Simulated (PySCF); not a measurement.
Ionisation energy of As³⁺ by level of theory

As³⁺ [Ar] 3d10 4s2 → As⁴⁺ [Ar] 3d10 4s1 [4s1/2^1, M_J = 1/2], as a difference of total energies. All numbers are calculated (PySCF 2.14, the two-component X2C-1e Hamiltonian, in x2c-TZVPall-2c (6s7p4d1f, 54 functions)). Correlated levels: [Ne] frozen. "Screened" scales the spin-orbit matrix elements by Boettger's factors to mimic the two-electron term; Breit and QED terms are absent.

| method | ionisation energy (eV) |
| --- | --- |
| GHF (screened spin-orbit) | 47.828 |
| GMP2 (screened spin-orbit) | 49.058 |

Task: How much does correlation contribute at GMP2 (screened spin-orbit)?

Result: 49.058 − (47.828) = 1.230 eV, measured against GHF (screened spin-orbit).

Errors of the correlated levels include the incompleteness of this basis and the frozen core.

MP2 underrates the near-degeneracy of ns² with np² in the lower species.

For comparison: 50.15 ± 0.06 eV (measured; NIST Atomic Spectra Database, ionization energies).
